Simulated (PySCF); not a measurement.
CH₄BrGaO, SMILES C[O][GaH][Br].

Coordinates come from a PBE0-D3(BJ)/def2-SVP optimisation. Other conformers were not sampled.

Two levels are set side by side: PBE/def2-TZVP (PySCF) and CAM-B3LYP/def2-TZVP (PySCF). Same geometry, gas phase. Differences are taken from unrounded values.

```json
[
 {"quantity": "orbital gap (eV)", "CAM-B3LYP": "9.23"},
 {"quantity": "highest occupied level (eV)", "CAM-B3LYP": "-9.56"},
 {"quantity": "lowest empty level (eV)", "CAM-B3LYP": "-0.32"},
 {"quantity": "dipole moment (D)", "CAM-B3LYP": "0.68"},
 {"quantity": "mean polarisability (bohr³)", "CAM-B3LYP": "61.7"}
]
```

Question: What does PBE give, and how far is it from CAM-B3LYP? (The exact figures need the calculation; the answer reports its results.)

Answer: 
```csv
quantity,PBE,PBE minus CAM-B3LYP
orbital gap (eV),4.72,-4.51
highest occupied level (eV),-6.68,2.87
lowest empty level (eV),-1.97,-1.64
dipole moment (D),0.71,0.03
mean polarisability (bohr³),66.0,4.2
```

PBE's occupied levels lie high since its potential decays too fast outside the molecule; exact exchange lowers them and widens the gap. Loosely held outer electrons make PBE densities more polarisable. Differences between two approximate levels are no errors against the true value.

Rough cost on one machine, each run with all the roots and properties that it gave: CAM-B3LYP against PBE within a factor of 2.
